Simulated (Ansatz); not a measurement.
Ideal-gas functions of C2H3Cl2Si (`[CH]=C[SiH](Cl)Cl`) radical at 800 K and 1 bar, from an Ansatz frequency run at PBE0-D4/def2-TZVP.

Molar mass 126.04 g/mol, point group Cs (symmetry number 1), electronic degeneracy 2, moments of inertia 209.55, 232.648, 412.143 u Å². Harmonic wavenumbers (cm⁻¹, unscaled): 65, 173, 176, 181, 304, 518, 549, 610, 688, 787, 797, 853, 856, 1145, 1651, 2291, 3050, 3249.

Use S(trans) = R[1.5 ln M + 2.5 ln T − 1.1517]; rotational temperatures θ = 24.2544 K / I; S(rot) = R[ln(√π/σ · √(T³/θAθBθC)) + 1.5]; for each mode x = 1.438777 ν̃/T, S = R[x/(eˣ − 1) − ln(1 − e⁻ˣ)] and H = RT x/(eˣ − 1); 1 cm⁻¹ = 0.0119627 kJ/mol; R = 8.31446 J/(mol·K).

By hand: the entropy, in J/(mol·K).

Translation 189.7. Rotation: θ = 0.1157, 0.1043, 0.0588 K, giving 130.7. Vibration, mode by mode: 26.17, 18.06, 17.91, 17.68, 13.44, 9.20, 8.75, 7.95, 7.05, 6.09, 6.00, 5.53, 5.50, 3.64, 1.77, 0.70, 0.22, 0.17, in all 155.8. Electronic 5.8. Sum 482.0 J/(mol·K).

By hand: H − E and G − E in kJ/mol, counted from the electronic energy.

Zero-point energy ½ × 17943 × 0.0119627 = 107.3; thermal vibration 58.6; translation, rotation and pV give 4 RT = 26.6. H − E = 192.5 kJ/mol, and G − E = 192.5 − 800 × 482.0/1000 = -193.1 kJ/mol.

Vibration gives 32 % of the entropy, 26.2 J/(mol·K) of it from the mode under 150 cm⁻¹: soft modes count most, and the harmonic formula is weakest for them. The sum counts one conformer and one mirror image; others add a mixing term.
